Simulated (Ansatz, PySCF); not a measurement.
GeOBr₂, SMILES [O]=[Ge]([Br])[Br]. Atoms are numbered in the order given.

```xyz
4

Ge     0.0000     0.0000     0.7185
O      0.0000     0.0000     2.3530
Br     0.0000     1.8604    -0.6241
Br     0.0000    -1.8604    -0.6241
```

Coordinates come from a B3LYP-D3(BJ)/def2-SVP optimisation.

Two levels are set side by side: PBE-D3(BJ)/def2-SVP (Ansatz, a first-principles code) and B3LYP-D3(BJ)/def2-SVP (Ansatz). Each level has its own optimised geometry; the coordinates shown are those of the second. Frequencies come from the Hessian of PySCF at each geometry. Differences are taken from unrounded values.

| quantity | B3LYP-D3(BJ) | PBE-D3(BJ) | PBE-D3(BJ) minus B3LYP-D3(BJ) |
|---|---|---|---|
| mean bond length (Å) | 2.074 | 2.083 | 0.008 |
| bond Ge1–O2 (Å) | 1.635 | 1.648 | 0.014 |
| bond Ge1–Br3 (Å) | 2.294 | 2.300 | 0.006 |
| bond Ge1–Br4 (Å) | 2.294 | 2.300 | 0.006 |
| highest harmonic wavenumber (cm⁻¹) | 979 | 947 | -32 |
| mean harmonic wavenumber (cm⁻¹) | 340 | 330 | -10 |
| zero-point energy (kcal/mol) | 2.92 | 2.83 | -0.09 |

GGA bonds tend to be longer and softer than those of functionals with exact exchange. Differences between two approximate levels are no errors against the true value.
